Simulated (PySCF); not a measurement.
# How methods differ on the excitation energy of I

I [Kr] 4d10 5s2 5p5 (2P) → I [Kr] 4d10 5s1 5p6 (2S), as a difference of total energies. Calculation: PySCF 2.14, in aug-cc-pVQZ-DK3; the spin-free X2C one-electron Hamiltonian (Gaussian nucleus). Correlated levels: valence: [Kr] 4d10 frozen. The calculations carry no spin-orbit coupling.

| method | excitation energy (cm⁻¹) |
| --- | --- |
| UHF | 102640 |
| MP2 (valence) | 88197 |
| SCS-MP2 (valence) | 86586 |
| CCSD (valence) | 77375 |
| CCSD(T) (valence) | 66736 |

A first-order spin-orbit estimate (lowest level to lowest level, LS coupling) adds 0.300 eV.

The upper state lies above the first ionisation limit, where it may autoionise and the basis confines it.

The coupled-cluster amplitudes are large for the upper state (T1 above 0.03 or a double amplitude above 0.15), so a single reference is strained.
